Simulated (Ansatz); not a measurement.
Computed with Ansatz on PBE0-D4/def2-TZVP structures; ΔE is electronic, products minus reactants. CCSD(T)/CBS is the MP2 limit (def2-TZVPP, def2-QZVPP) plus CCSD(T) − MP2 in def2-TZVPP, frozen cores. This one scheme is used for every species, atoms too. Functionals use def2-TZVPP. Open shells (•) are unrestricted, without spin–orbit coupling. Spin–orbit coupling would lower the free atoms: a little for Al, C. Each species was taken in one conformer, which may not be the lowest.

Consider the atomization: `C=[CH][Al]([CH3])[CH3]` → Al• + 4 C• + 9 H•.

```tsv
level	ΔE (eV)
LDA (SPW92)	62.06
revPBE-D4	54.95
PBE0-D4	55.49
BLYP	54.50
r2SCAN	55.43
MP2/def2-TZVPP	54.59
HF/def2-QZVPP	42.11
SCS-MP2/def2-QZVPP	55.27
```

Q: What does CCSD(T)/CBS give? (Best estimate.)

A: Ansatz gave: +55.30 eV. The listed levels differ from it by 6.76, -0.35, 0.19, -0.80, 0.13, -0.71, -13.19, -0.03 eV.

Largest T1 diagnostic among the species: 0.018.

From PBE to PBE0 (25 % exact exchange), in def2-TZVPP and without D4, ΔE moves by −0.56 eV: exact exchange takes away binding that semilocal exchange gives to molecules. At CCSD(T), def2-SVP lies −2.35 eV from the extrapolated value and def2-TZVPP −1.19 eV: correlation converges slowly with the basis, and small sets miss more of it in the bonded molecule than in its fragments.

For atomizations the MP2-based limit and the directly extrapolated one differ by several kJ/mol either way, and by 10 to 25 for some Ge, Se and Sn compounds, so smaller differences from it don't rank the levels.
